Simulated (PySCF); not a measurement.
Two species compared at the same levels of theory.

First species: C6H10OP (charge +1).
InChI=1S/C6H9OP/c1-2-8-5-3-7-4-6-8/h1H,3-6H2/p+1

Second species: C5H8N2Si.
SMILES: `Cc1cc([SiH3])cnn1`

Levels: B3LYP/def2-SVPD for HOMO energy, LUMO energy, HOMO–LUMO gap and static isotropic polarisability; TDDFT B3LYP/def2-SVPD for lowest singlet excitation; TDA B3LYP/def2-SVPD for lowest triplet excitation (Tamm–Dancoff). Geometries: GFN2-xTB. Each structure is a single optimised conformer of the isolated species, non-relativistic unless stated; the electronic structure was computed with PySCF and density fitting.

Values for the first species:

- HOMO energy: -12.29 eV
- LUMO energy: -5.35 eV
- HOMO–LUMO gap: 6.94 eV
- Lowest singlet excitation: 5.86 eV
- Lowest triplet excitation (Tamm–Dancoff): 4.92 eV
- Static isotropic polarisability: 87.0 au

**Question.** Estimate the same properties for the second species, and the change in each.

**Answer.** 
```csv
property,first,second,second less first
HOMO energy,-12.29 eV,-6.26 eV,+6.03 eV
LUMO energy,-5.35 eV,-1.78 eV,+3.57 eV
HOMO–LUMO gap,6.94 eV,4.48 eV,-2.46 eV
lowest singlet excitation,5.86 eV,3.21 eV,-2.65 eV
lowest triplet excitation (Tamm–Dancoff),4.92 eV,2.56 eV,-2.36 eV
static isotropic polarisability,87.0 au,98.4 au,+11.4 au
```

On the first: S1 lies 1.08 eV below the HOMO–LUMO gap; its leading configuration is HOMO→LUMO, weight 0.60, beside HOMO−2→LUMO, weight 0.32. In wavenumbers S1 is 47300 cm⁻¹ (1 eV = 8065.54 cm⁻¹).

On the second: The principal polarisabilities are 66.8, 100.3 and 128.1 au; their mean is the isotropic value. In wavenumbers S1 is 25900 cm⁻¹ (1 eV = 8065.54 cm⁻¹).
